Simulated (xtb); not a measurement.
Harmonic IR lines of one isomer of C5H6O, unscaled. Method: GFN2-xTB (xtb).

wavenumber (cm⁻¹): 108 (w), 475 (vw), 718 (w), 1010 (w), 1109 (m), 1241 (w), 1408 (w), 1803 (vs), 2951 (w), 2977 (w), 3131 (w)

Question: Name which structure gives these lines.
A. `O=C1C=CCC1`
B. `O=C1CC=CC1`
C. `OC1=CC=CC1`

Answer: B, `O=C1CC=CC1`
